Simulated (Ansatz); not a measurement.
Consider the ligand exchange at the Si–N bond: `C=N[SiH2]S` + CH₃OH → `CO[SiH2]S` + `C=N`.

Calculated with Ansatz (gas phase, PBE0-D4/def2-TZVP geometries, no zero-point term in ΔE). CBS: MP2 limit from def2 TZ/QZ plus the TZ coupled-cluster correction, frozen cores. This one scheme is used for every species. DFT in def2-TZVPP. B3LYP here is the variant with VWN-RPA as its local correlation; programs differ in this. One conformer a species, not always the lowest.

Question: Is it downhill or uphill in electronic energy at CCSD(T)/CBS, and by how much? (Estimate.)

Answer: Ansatz gave: Downhill: ΔE = -55.0 kJ/mol.

Question: What do these levels give: r2SCAN-D4, ωB97X-V, PBE, revPBE, PBE0, B3LYP, BHLYP, LC-ωPBE, HF/def2-TZVPP, SCS-MP2/def2-TZVPP, CCSD/def2-TZVPP, MP2/CBS(def2)? (An estimate is asked.)

Answer: The calculation gave: r2SCAN-D4 -53.8, ωB97X-V -55.4, PBE -48.5, revPBE -47.9, PBE0 -50.2, B3LYP -54.4, BHLYP -57.0, LC-ωPBE -53.9, HF/def2-TZVPP -59.6, SCS-MP2/def2-TZVPP -56.2, CCSD/def2-TZVPP -57.7, MP2/CBS(def2) -52.4 kJ/mol.

Largest T1 diagnostic among the species: 0.013.

Leaving LDA and LC-ωPBE aside and taking each functional with its dispersion term where it has one, the values, not all of them listed here, spread over 9.8 kJ/mol, from CAM-B3LYP-D4 to revPBE-D4. From BLYP to BHLYP (50 % exact exchange), in def2-TZVPP and without D4, ΔE moves by −4.0 kJ/mol.
